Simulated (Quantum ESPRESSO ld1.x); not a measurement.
Values are calculated unless marked as measured or tabulated.
Question: These are the eigenvalues of the occupied orbitals of an atom or ion with whole-number occupations (hartree). Level of theory: scalar-relativistic Kohn-Sham, LDA (Slater exchange, Perdew-Zunger correlation), spin-polarised, spherical densities, point nucleus (ld1.x of Quantum ESPRESSO 7.5).

1s: -56.5902
2s: -5.2184
2p: -3.8297

Which element is it, and in what charge state? The configuration may be excited. Open shells, if any, are filled with parallel spins first.

Answer: Z = 13, aluminium, charge +3: Al3+ in [Ne]. The list shows which subshells hold electrons but not how many an open one holds; the 1s level, -56.59 hartree, gives Z - s = 10.6 by -(Z - s)^2/2, which with screening and relativity narrows Z to a few neighbours, and the depths of the outer levels then fix element, charge and occupations together.
